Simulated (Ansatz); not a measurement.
Molecule: BH3, net charge 1, doublet state. SMILES of the parent species: B

Atoms: B1, H2, H3, H4. Bonds: B1-H2, B1-H3, B1-H4.

Bond lengths (Å) and angles (degrees) optimised at HF/STO-3G with Ansatz (a quantum-chemistry and plane-wave program); HF/3-21G with Ansatz; B3LYP/6-31G* with Ansatz; MP2/6-31G* with Ansatz, each started from the B3LYP-D3(BJ)/def2-TZVP structure (Ansatz) of the last column. A row stands for all coordinates that are equal there. 6-31G* holds six Cartesian d functions. At HF/3-21G the structure is a saddle point. No wavenumbers were computed at HF/STO-3G, MP2/6-31G*, so these may be saddle points.

```csv
coordinate,HF/STO-3G,HF/3-21G,B3LYP/6-31G*,MP2/6-31G*,B3LYP-D3(BJ)/def2-TZVP
B1-H2,1.279,1.279,1.276,1.268,1.275
B1-H3,1.173,1.160,1.173,1.170,1.170
H2-B1-H3,139.5,140.9,143.1,142.6,144.8
H2-B1-H4,81.1,78.2,73.9,74.8,70.3
```

Mean signed difference of all 3 bond lengths from B3LYP-D3(BJ)/def2-TZVP: HF/STO-3G 0.004 Å, HF/3-21G -0.001 Å, B3LYP/6-31G* 0.002 Å, MP2/6-31G* -0.004 Å.
